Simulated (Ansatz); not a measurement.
Reaction (formal exchange of groups at the Se–C bond): `[SeH]C1=NC1` + `[CH3][In]([SH])[Cl]` → `[CH3][In]([Cl])[SeH]` + `SC1=NC1`

Gas-phase electronic energies from Ansatz, PBE0-D4/def2-TZVP geometries. CCSD(T)/CBS adds triple-zeta CCSD(T) − MP2 to the extrapolated MP2 energy (def2 sets, frozen cores). DFT in def2-TZVPP. Elements past krypton have def2 core potentials. For In, Se outer-core shells are correlated without core-valence functions, which leaves a few kJ/mol of doubt a bond. Scalar relativity is left out up to krypton. Each species was taken in one conformer, which may not be the lowest.

```json
{"level": "r2SCANh-D4", "ΔE (kJ/mol)": "-23.5"}
{"level": "CAM-B3LYP", "ΔE (kJ/mol)": "-22.2"}
```

Problem. What does CCSD(T)/CBS give? (Best estimate.)

Solution. Ansatz gave: -21.4 kJ/mol. The listed levels differ from it by -2.1, -0.8 kJ/mol.

Largest T1 diagnostic among the species: 0.013.

At CCSD(T), def2-SVP lies −5.0 kJ/mol from the extrapolated value and def2-TZVPP +4.4 kJ/mol. Leaving LDA and LC-ωPBE aside and taking each functional with its dispersion term where it has one, the values, not all of them listed here, spread over 6.5 kJ/mol, from r2SCAN0-D4 to B97M-V.
